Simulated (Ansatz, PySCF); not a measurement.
The pair A = SiH4 (SMILES [SiH4]) (first 5 atoms), B = C3H4 (SMILES C=C=C); geometry from B3LYP-D3(BJ)/def2-TZVP.
(charge 0, multiplicity 1):
```xyz
12

Si    -0.18064    -0.03077     0.10956
H     -0.64127    -1.42513     0.28734
H     -1.04139     0.88637     0.88806
H     -0.26708     0.32865    -1.32622
H      1.22299     0.09719     0.55753
C      0.09617    -1.26063     3.51120
C      0.13077     0.02004     3.73366
C      0.16336     1.30213     3.94294
H      0.97931    -1.79923     3.18732
H     -0.81623    -1.83081     3.64175
H      0.40484     1.70885     4.91805
H     -0.05099     2.00434     3.14548
```

Cores are frozen in the correlated methods.

The values were computed with Ansatz (a first-principles code); PySCF for the dispersion terms. Values without a source in brackets are computed.

The monomers are drawn apart, rigid, along the line of their centres of mass. Counterpoise-corrected interaction energies (kcal/mol):

| level | R = 5.085 Å | R = 6.536 Å |
|---|---|---|
| PBE-D3(BJ)/def2-TZVPPD | -0.5817 | -0.1129 |
| wB97M-V/def2-TZVPPD | -0.4638 | -0.0996 |
| CCSD(T)/aug-cc-pV(D+d)Z | -0.4378 | -0.0940 |

R is the distance of the centres of mass. Find the local exponent m of E ∝ R⁻ᵐ between the two points.


m = ln(E₁/E₂)/ln(R₂/R₁): PBE-D3(BJ)/def2-TZVPPD 6.5; wB97M-V/def2-TZVPPD 6.1; CCSD(T)/aug-cc-pV(D+d)Z 6.1. For scale, two fixed dipoles give m = 3, dipole and quadrupole 4, quadrupoles 5, and dispersion or dipole-induced dipole 6 at long range; at these distances several terms mix, and what is left of overlap and damping shifts m, so it need not match one of them.
